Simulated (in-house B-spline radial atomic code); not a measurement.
A fraction x of an electron is removed from 4d in Cd³⁺, starting from [Kr] 4d9 and keeping the highest spin. Level of theory: scalar-relativistic (X2C) PBE, spin-polarised, spherical fractional occupations, Fermi nucleus of rms radius 4.6087 fm; calculated with an all-electron radial atomic-structure program (B-spline basis).

| x | E(x) - E(0) (eV) | 4d down level (eV) |
| --- | --- | --- |
| 0 | 0.0000 | -45.396 |
| 0.06 | 2.7519 | -46.334 |
| 0.16 | 7.4639 | -47.908 |
| 0.37 | 17.8748 | -51.251 |
| 0.47 | 23.0803 | -52.861 |
| 0.5 | 24.6734 | -53.346 |
| 0.61 | 30.6396 | -55.133 |
| 0.68 | 34.5390 | -56.277 |
| 0.81 | 41.9939 | -58.416 |
| 0.89 | 46.7201 | -59.741 |
| 1 | 53.3924 | -61.574 |

The exact functional would give a straight line between the two integer points. Deviations E(x) - E(0) - x[E(1) - E(0)], in eV: -0.452 at x = 0.06, -1.079 at x = 0.16, -1.88 at x = 0.37, -2.014 at x = 0.47, -2.023 at x = 0.5, -1.93 at x = 0.61, -1.768 at x = 0.68, -1.254 at x = 0.81, -0.799 at x = 0.89.

The curve lies below the straight line by up to 2.023 eV (at x = 0.5): convex, the delocalisation error that favours fractional charges.

Problem. How well does Slater's transition state (minus the level at half occupation) give the ionisation energy?

Solution. It gives 53.346 eV against 53.392 eV from the two total energies; NIST lists 51.00 eV, ground level to ground level.
